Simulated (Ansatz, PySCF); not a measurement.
Gas-phase reaction in SMILES: O=C=N[Si](F)(F)F [trifluoro(isocyanato)silane] + 8 [H][H] (H2) → C (CH4) + 3 F (HF) + N (NH3) + O (H2O) + [SiH4] (SiH4)
Structures are relaxed separately at B3LYP-D3(BJ)/def2-TZVP in Ansatz (an electronic-structure program), one conformer each, not searched for the lowest.

Wanted: energy of full hydrogenation (enthalpy at 298 K, with B3LYP-D3(BJ) rigid-rotor harmonic-oscillator terms from PySCF), in kcal/mol. Valence correlation only, unless marked. No spin-orbit coupling. No relativistic terms. Basis-set limits of correlation are two-point, X^-3; Hartree-Fock from the larger set.

Level to compare with: CCSD(T)/CBS(cc-pV(T+d)Z,cc-pV(Q+d)Z) (Ansatz), 61.3 kcal/mol. It is a level with limits of its own, and the differences hold the functionals' basis error too.

Question: Rank these functionals by how close they come to CCSD(T)/CBS(cc-pV(T+d)Z,cc-pV(Q+d)Z), closest first: PBE/def2-TZVPD (Ansatz); HSE06/def2-TZVPD (Ansatz); B3LYP/def2-TZVPD (Ansatz).

Answer: B3LYP/def2-TZVPD (global hybrid, 62.7 kcal/mol, difference 1.4), PBE/def2-TZVPD (GGA, 55.3 kcal/mol, difference -6.0), HSE06/def2-TZVPD (screened hybrid, 48.2 kcal/mol, difference -13.1)
